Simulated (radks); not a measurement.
Problem. The mean radii <r> (bohr) of the occupied orbitals of an atom or ion are listed with their occupations. All-electron calculation, Dirac Kohn-Sham, BLYP, spin-unpolarised, spherical densities, finite nucleus; Fermi nuclear charge, rms radius of each element as measured or else 0.836 A^(1/3) + 0.57 fm. Program: a radial shooting solver on a logarithmic mesh with Libxc functionals.

orbital  occ.      <r>
1s1/2       2  0.02150
2s1/2       2  0.09059
2p1/2       2  0.07556
2p3/2       4  0.08242
3s1/2       2   0.2305
3p1/2       2   0.2192
3p3/2       4   0.2308
3d3/2       4   0.2017
3d5/2       3   0.2053

Name the element and its charge. Open shells, if any, fill j = l - 1/2 first.

Solution. Z = 65, terbium, charge +40: Tb40+ in [Ar] 3d7. The 1s radius gives Z: for a bare nucleus <r> = (2 gamma + 1)/(2Z) with gamma = sqrt(1 - (Z/c)^2), 0.02124 bohr for Z = 65, and screening makes it slightly larger (0.02150 here). The occupations add up to 25, and the charge is Z minus that.
